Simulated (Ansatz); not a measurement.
Reaction (formal exchange of groups at a Ge–F bond): `[F][Ge]([F])([SH])[Cl]` + `N=C(N)[SiH3]` → `[F][Ge]([SiH3])([SH])[Cl]` + `N=C(N)F`

Program: Ansatz. Geometries: PBE0-D4/def2-TZVP. ΔE: electronic, gas phase. CCSD(T)/CBS adds triple-zeta CCSD(T) − MP2 to the extrapolated MP2 energy (def2 sets, frozen cores). Functionals use def2-TZVPP. For Ge outer-core shells are correlated without core-valence functions, which leaves a few kJ/mol of doubt a bond. Scalar relativity is left out up to krypton. Each species was taken in one conformer, which may not be the lowest.

| level | ΔE (kJ/mol) | difference from CCSD(T)/CBS |
| --- | --- | --- |
| PBE-D4 | 26.9 | -22.3 |
| r2SCAN-D4 | 35.9 | -13.3 |
| PBE0-D4 | 28.4 | -20.8 |
| ωB97M-V | 41.7 | -7.5 |
| B2PLYP | 46.9 | -2.3 |
| PBE | 26.9 | -22.3 |
| HF/def2-TZVPP | 47.1 | -2.1 |
| CCSD(T)/def2-TZVPP | 50.7 | 1.5 |
| HF/CBS(def2) | 50.8 | 1.6 |
| MP2/CBS(def2) | 55.4 | 6.2 |
| CCSD(T)/CBS | 49.2 | 0 |

Largest T1 diagnostic among the species: 0.014.

In def2-TZVPP, CCSD(T) changes the Hartree–Fock value by +3.6 kJ/mol (the triples alone add +0.9 kJ/mol) and MP2 by +9.8 kJ/mol.
